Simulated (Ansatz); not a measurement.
Compare A (`CCOBCl`) with its isomer B (`COBCCl`).

Isolated molecules relaxed with PBE0-D4/def2-TZVP in Ansatz; ΔE leaves out vibrations. CBS: MP2 limit from def2 TZ/QZ plus the TZ coupled-cluster correction, frozen cores. DFT in def2-TZVPP. B3LYP here is the variant with VWN-RPA as its local correlation; programs differ in this. One conformer a species, not always the lowest.

Question: Which is lower in electronic energy at CCSD(T)/CBS, and by how much? (Estimate.)

Answer: Computed: A, by 126.8 kJ/mol.

Question: Give E(B) − E(A) in kJ/mol with PBE0-D4, B3LYP-D4, ωB97M-V, MP2/def2-TZVPP, B3LYP, B2PLYP, CCSD/def2-TZVPP. (Estimate.)

Answer: Ansatz gave: PBE0-D4 127.0, B3LYP-D4 123.8, ωB97M-V 127.1, MP2/def2-TZVPP 133.3, B3LYP 123.9, B2PLYP 127.3, CCSD/def2-TZVPP 128.6. None reverses the order clearly.

Largest T1 diagnostic: 0.012.

From PBE to PBE0 (25 % exact exchange), in def2-TZVPP and without D4, E(B) − E(A) moves by +3.2 kJ/mol.
